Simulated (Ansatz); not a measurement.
Basis sets compared for (NaH)4 ring (Na4H4). Charge 0, multiplicity 1. Geometry PBE-D4/def2-SVP. Ansatz on 4 threads of Intel Xeon on a shared host; times are rough, and most runs start from earlier orbitals.

```xyz
8

Na   -1.1081    2.3181   -0.1105
H    -1.5736    1.3005   -1.8144
Na   -0.9841   -0.5890   -2.3018
H     0.0934   -2.1945   -1.6540
Na    1.1079   -2.3181    0.1106
H     1.5736   -1.3005    1.8144
Na    0.9843    0.5891    2.3017
H    -0.0934    2.1944    1.6540
```

| level | functions | energy (Eh) | HOMO (eV) | LUMO (eV) | wall time |
| --- | --- | --- | --- | --- | --- |
| HF/STO-3G | 40 | -641.4917 | -3.51 | 12.91 | 0.3 s |
| HF/6-31G | 60 | -649.6723 | -8.20 | 1.05 | 0.66 s |
| HF/def2-TZVP | 152 | -649.7238 | -8.25 | 1.00 | 2.1 s |
| PBE-D4/def2-SVP | 80 | -650.8392 | -4.45 | -0.67 | 1.5 s |
| PBE-D4/def2-TZVP | 152 | -651.0858 | -4.50 | -0.75 | 3.1 s |
| r2SCAN-D4/def2-TZVP (with forces) | 152 | -651.4353 | -4.67 | -0.16 | 6.1 s |
| PBE0-D4/def2-SVP | 80 | -650.9058 | -5.52 | -0.12 | 2.1 s |
| PBE0-D4/def2-TZVP | 152 | -651.1487 | -5.57 | -0.20 | 4 s |

Estimate the rows for PBE-D4/def2-TZVPD, r2SCAN-D4/def2-TZVPD, PBE0-D4/def2-TZVPD.


```csv
level,functions,energy (Eh),HOMO (eV),LUMO (eV),wall time
PBE-D4/def2-TZVPD,176,-651.0873,-4.48,-0.75,3.7 s
r2SCAN-D4/def2-TZVPD,176,-651.4361,-4.65,-0.20,6.5 s
PBE0-D4/def2-TZVPD,176,-651.1499,-5.54,-0.27,4.4 s
```
